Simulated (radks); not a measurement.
Valence configurations of Mg I (all share [Ne]). Calculated with a radial shooting solver on a logarithmic mesh with Libxc functionals: scalar-relativistic Kohn-Sham, PBE, spin-polarised, spherical densities, finite nucleus; open shells are filled with parallel spins first; Fermi nuclear charge, rms radius 3.057 fm. Energies are relative to 3s2; eigenvalues in eV for spin up.

valence      E (eV)  moment (Bohr magnetons)   e(3p)   e(3s)
3s2           0.000                        0       -  -4.705
3s1.5 3p0.5   1.522                        1  -1.992  -5.526
3s1 3p1       2.723                        2  -2.434  -6.149
3s0.5 3p1.5   4.592                        2  -2.747  -6.506
3p2           6.480                        2  -3.033       -

NIST lists [Ne] 3s2 as the ground configuration; this level of theory agrees among the configurations tried. The energies are those of spherical high-spin densities, not of single terms.
